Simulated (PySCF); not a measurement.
**Radial density of Ga⁺ (gallium, charge +1)**

UHF, [Ar] 3d10 4s2, closed-shell 1S. Computed with PySCF 2.14 in aug-cc-pVDZ-DK (6s5p3d, 36 functions), with scalar relativity by spin-free X2C-1e.

```csv
r (bohr),4πr²ρ (e/bohr)
0.000650,0.1823
0.00109,0.4721
0.00184,1.144
0.00309,2.726
0.00521,6.240
0.00876,13.21
0.0147,24.34
0.0248,35.63
0.0417,36.75
0.0701,30.28
0.118,39.55
0.198,38.78
0.334,20.94
0.561,26.93
0.944,12.43
1.59,2.535
2.67,0.7801
4.49,0.06693
7.55,0.0002773
```

Densities and radii are taken from the X2C orbitals without a picture-change correction, which distorts them close to the nucleus.
